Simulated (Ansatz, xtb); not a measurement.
## Isomers of AlBClH4N in order of energy

5 gas-phase structures of AlBClH4N, found in a search over its isomers (lower ones may exist). Each was relaxed with GFN2-xTB; where two conformers were screened, the lower at r2SCAN-D4/def2-SVP is listed:

A. a singlet given by its coordinates
B. a singlet given by its coordinates
C. `B=[NH+][AlH2-][Cl]`, a singlet
D. `[AlH2][NH]BCl`, a singlet
E. `B[NH][AlH][Cl]`, a singlet

B (Å):

```xyz
8

Al   -0.9359   -0.3906    0.0315
B    -1.6427   -2.6095   -0.8555
Cl   -2.5907   -1.1602   -1.2735
N    -0.5928   -2.2432   -0.0439
H    -0.0244    0.4796   -0.8626
H    -1.5888    0.1026    1.3421
H     0.0615   -2.9304    0.3007
H    -1.9631   -3.6516   -1.2699
```

Close contacts (Å): Al1–Cl3 2.24, Al1–N4 1.89, B2–Cl3 1.78, B2–N4 1.38, Al1–H5 1.55, Al1–H6 1.55, B2–H8 1.17, N4–H7 1.01.

A (Å):

```xyz
8

Al   -0.0334    0.0628   -0.2396
B    -1.8665    1.8537    1.4112
Cl   -0.0508   -1.9593   -0.0603
N    -1.1272    1.1126    0.7040
H    -1.2156    0.1489   -1.9500
H    -1.5890    0.2157   -2.6764
H    -2.5353    2.5294    2.0439
H     1.1590    0.7298   -0.9187
```

Close contacts (Å): Al1–Cl3 2.03, Al1–N4 1.79, B2–N4 1.26, Al1–H5 2.08, Al1–H8 1.53, B2–H7 1.14, H5–H6 0.82.

Question: Make a reasoned guess at their ranking by r2SCAN-D4/def2-SVP single-point energy.

Answer: Calculated order at r2SCAN-D4/def2-SVP: E (0.0), B (15.9), D (21.3), A (32.7), C (38.1) kcal/mol.

Energies above the lowest of each column, in kcal/mol; the last columns are at PBE0-D3(BJ)/def2-SVP geometries and were run for some of them only (a dash: not run or not comparable):

| structure | GFN2-xTB | HF/STO-3G | r2SCAN-D4/def2-SVP | PBE0-D3(BJ)/def2-SVP | CCSD(T)/def2-TZVP |
| --- | --- | --- | --- | --- | --- |
| E | 0.0 | 0.0 | 0.0 | 0.0 | 0.0 |
| B | 2.0 | 28.6 | 15.9 | 11.6 | 15.4 |
| D | 22.8 | 34.1 | 21.3 | – | – |
| A | 22.9 | 58.5 | 32.7 | – | – |
| C | 18.0 | 61.3 | 38.1 | – | – |

Every level run on E puts it lowest or level with the lowest. Some further structures that were screened fall inside this span and aren't listed. Flexible structures stand in one conformer each, not always the lowest. Frequencies (PBE0-D3(BJ)/def2-SVP) were run for B, E alone.

Over these structures GFN2-xTB departs from r2SCAN-D4/def2-SVP by 7.4 kcal/mol on average once a common shift is removed. A GFN2-xTB relaxation took about 0.2 s and the r2SCAN-D4/def2-SVP energy about 1.6 s on a shared host (Ansatz 0.2.0, xtb 6.7.1).
